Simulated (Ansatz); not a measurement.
Here is a job for Ansatz (an electronic-structure program).
Ansatz 0.2 input:
```yaml
crystal:
  periodic: [false, false, false]
  atoms:
    - {symbol: Si, position_ang: [0.00085030, 0.00527408, 0.92381323]}
    - {symbol: Cl, position_ang: [1.01602194, 1.21319412, -0.38826774]}
    - {symbol: Cl, position_ang: [-1.01672219, -1.21753748, -0.37251962]}
basis:
  gaussian:
    orbitals: 6-31G*
hamiltonian:
  xc: pbe0
magnetization: {spin_polarized: false}
correlation: {method: mp2}
```

Problem. What does this run give for the number of basis functions, total energy?

Solution. 
The number of basis functions is 57 and the total energy comes out as -1208.2751 Eh.
